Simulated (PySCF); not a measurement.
B(H)2(SeH) (BH3Se), SMILES B[SeH].

Coordinates come from a PBE0-D3(BJ)/def2-TZVP optimisation.

Computed with PySCF with CAM-B3LYP/def2-TZVPD.

Symmetry labels are those of the subgroup Cs that the program uses (full group Cs).

Computed valence orbital energies around the gap with their symmetry:
```
orbital  symmetry  energy (eV)
-------  --------  -----------
HOMO−7         A'       -59.66
HOMO−6         A"       -59.66
HOMO−5         A'       -21.98
HOMO−4         A'       -15.63
HOMO−3         A'       -13.05
HOMO−2         A'       -11.34
HOMO−1         A'       -10.33
HOMO           A"        -9.18
LUMO           A"        -0.41
LUMO+1         A'         0.35
LUMO+2         A'         0.95
LUMO+3         A'         1.08
```
